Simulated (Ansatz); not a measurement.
Species: SnCl2, charge 0, multiplicity 1. 
Structure (B3LYP-D3(BJ)/def2-TZVP (Ansatz, a program for electronic structure) minimum search):
```
Sn
Cl 1 2.3879
Cl 1 2.3879 2 98.82
```

CCSD(T) with Ansatz in growing basis sets, 18 correlated electrons. Valence correlation only, unless marked. Open shells are spin-unrestricted. Spin-orbit coupling is left out. The frozen core is the preceding noble-gas configuration, with the filled d and f shells of earlier blocks. Past Kr the def2 sets carry scalar-relativistic core potentials. Costs are ratios of core time to the smallest set, on shared machines of one kind, and rough; they hold the program's checks for lower states.

```json
[
 {"basis": "def2-TZVPPD", "functions": "158", "cost over smallest": "1×", "E(corr) (Eh)": "-0.5161", "electronic atomisation energy (kcal/mol)": "177.9"},
 {"basis": "def2-QZVPPD", "functions": "246", "cost over smallest": "3×", "E(corr) (Eh)": "-0.5604", "electronic atomisation energy (kcal/mol)": "183.7"}
]
```

Formally CCSD grows as o²v⁴ and (T) as o³v⁴; with o = 9 and v going from 130 to 218 both grow 8-fold in the last step, while integrals and the mean field grow more slowly. That step adds 44.3 mEh of correlation energy and 5.8 kcal/mol to the atomisation energy.
